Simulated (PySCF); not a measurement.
# Steps of a relaxation of [Er(O2)2]−

[Er(O2)2]− (singlet in the valence; each metal's 4f electrons, 11 of them, lie in its core potential, out of spins and levels). PySCF 2.14.0, RKS BP86, Er lcecp-1-SVP with ECP57, O def2-SVP; non-relativistic Hamiltonian with scalar-relativistic core potentials where named; density fitting; no spin-orbit coupling. Origin of the start: template. Columns: position (Å) and force (eV/Å). Energies are counted from the last step; some of the 4 steps are shown. Forces carry noise of the integration grid, about 0.01 to 0.03 eV/Å.

Run from Python with OMP_NUM_THREADS=2. Where DIIS fails, smearing, a level shift and second-order steps follow.
It took 12 s on 2 threads of Arm Neoverse V2 (shared host), from the converged density of the start.

```xyz
5
step 0  E = 0.166 eV
Er    0.0000    0.0000    0.0000     0.00    0.00    0.00
O     0.5233    0.5233    2.0508     0.49    0.49   -0.80
O    -0.5233   -0.5233    2.0508    -0.49   -0.49   -0.80
O     0.5233   -0.5233   -2.0508     0.49   -0.49    0.80
O    -0.5233    0.5233   -2.0508    -0.49    0.49    0.80
```

```xyz
5
step 1  E = 0.034 eV
Er    0.0000    0.0000    0.0000     0.00    0.00    0.00
O     0.5372    0.5372    2.0101     0.08    0.08   -0.43
O    -0.5372   -0.5372    2.0101    -0.08   -0.08   -0.43
O     0.5372   -0.5372   -2.0101     0.08   -0.08    0.43
O    -0.5372    0.5372   -2.0101    -0.08    0.08    0.43
```

```xyz
5
step 2  E = 0.000 eV
Er    0.0000    0.0000    0.0000     0.00    0.00    0.00
O     0.5437    0.5437    1.9720    -0.01   -0.01    0.01
O    -0.5437   -0.5437    1.9720     0.01    0.01    0.01
O     0.5437   -0.5437   -1.9720    -0.01    0.01   -0.01
O    -0.5437    0.5437   -1.9720     0.01   -0.01   -0.01
```

Problem. Where does the relaxation end?

Solution. It converges at step 3 in D2d:
```xyz
5
step 3  E = 0
Er    0.0000    0.0000    0.0000
O     0.5432    0.5432    1.9734
O    -0.5432   -0.5432    1.9734
O     0.5432   -0.5432   -1.9734
O    -0.5432    0.5432   -1.9734
```

Problem. How did the contacts change?

Solution. 
```csv
contact,start (Å),end (Å)
Er1–O2 (O2),2.180,2.118
Er1–O4 (O2),2.180,2.118
```


An lcecp potential fixes the number of 4f electrons, so in runs with it no electron can move into or out of that shell.
